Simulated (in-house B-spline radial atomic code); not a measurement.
C⁻. Computed with a B-spline radial atomic code. Model: all-electron spherical atom, spin shells full or empty, radial basis limit, no spin-orbit coupling: exact exchange with a local potential (Slater, KLI or optimised effective potential, whose far tail is KLI's), no correlation.

Anion configuration assumed.

Exchange potential has not reached -1/r at the last radius.

The run also made RPA and GW results, which its time includes.

The Slater potential averages the orbital exchange potentials with the orbital densities as weights, KLI adds orbital constants, and the optimised effective potential minimises the exact-exchange energy among local potentials. So their energies lie above Hartree-Fock in the order OEP, KLI, Slater. All fall off as −1/r, unlike LDA and GGA exchange.

Command:
```bash
python run_gw.py task.json out
```
Settings (lengths in bohr, energies in hartree):
```
Z                      6
electrons              7
configuration          [He] 2s2 2p3
hamiltonian            nr
method                 kli
lmax                   9
spin_polarised         True
box_radius             60
intervals              70
```

Cost of the run: 4.3 s on 1 thread of Arm Neoverse N1, with other jobs on the host.

Given: hamiltonian non-relativistic; mean-field start exchange-only KLI.

Computed: energy above Hartree-Fock 1.4424 millihartree; virial ratio -E/T less 1 0.000357.

| radius (bohr) | r times exchange potential up (hartree bohr) | r times exchange potential down (hartree bohr) |
| --- | --- | --- |
| 0.00833 | -0.038472 | -0.040605 |
| 0.0101 | -0.046606 | -0.049192 |
| 0.0123 | -0.056684 | -0.059833 |
| 0.0149 | -0.068546 | -0.07236 |
| 0.0181 | -0.08305 | -0.087681 |
| 0.022 | ? | ? |
| 0.0267 | -0.1214 | -0.12822 |
| 0.0324 | -0.14621 | -0.15449 |
| 0.0394 | -0.17589 | -0.18594 |
| 0.0478 | -0.21026 | -0.22243 |
| 0.058 | -0.24996 | -0.26469 |
| 0.0704 | -0.29499 | -0.31282 |
| 0.0855 | -0.34484 | -0.3664 |
| 0.104 | -0.39833 | -0.42442 |
| 0.126 | -0.45134 | -0.48275 |
| 0.153 | -0.50165 | -0.53954 |
| 0.186 | -0.54355 | -0.58936 |
| 0.226 | -0.5702 | -0.62569 |
| 0.274 | -0.57502 | -0.64228 |
| 0.333 | -0.55263 | -0.63312 |
| 0.404 | -0.50556 | -0.59132 |
| 0.49 | -0.46445 | -0.51188 |
| 0.595 | -0.49663 | -0.42302 |
| 0.723 | ? | ? |
| 0.878 | -0.76744 | -0.55531 |
| 1.07 | -0.91718 | -0.67359 |
| 1.29 | -1.045 | -0.76688 |
| 1.57 | -1.1529 | -0.84761 |
| 1.91 | -1.2228 | -0.90952 |
| 2.32 | -1.2506 | -0.95191 |
| 2.81 | -1.2425 | -0.97734 |
| 3.41 | -1.2102 | -0.99089 |
| 4.14 | -1.1666 | -0.99695 |
| 5.03 | -1.1227 | -0.99918 |
| 6.11 | -1.0851 | -0.99983 |
| 7.42 | -1.0563 | -0.99997 |
| 9.01 | -1.0361 | -1 |

**Question.** What belongs in the row 0.022?

**Answer.** r times exchange potential up (hartree bohr): -0.10056; r times exchange potential down (hartree bohr): -0.10619.

**Question.** What belongs in the row 0.723?

**Answer.** r times exchange potential up (hartree bohr): -0.61736; r times exchange potential down (hartree bohr): -0.43886.

```
occupied  level (hartree)  Hartree-Fock level (hartree)
   1s up          -9.8114                       -10.975
 1s down          -10.018                       -10.927
   2s up                ?                             ?
 2s down         -0.21278                      -0.21288
   2p up        -0.077804                     -0.078118
```

**Question.** What belongs in the row 2s up?

**Answer.** level (hartree): -0.38036; Hartree-Fock level (hartree): -0.52554.

The highest level, 2p up, differs from Hartree-Fock by +0.0085 eV and the deepest, 1s down, by +24.7 eV: a local potential can match the highest level but can't give each shell its own exchange.
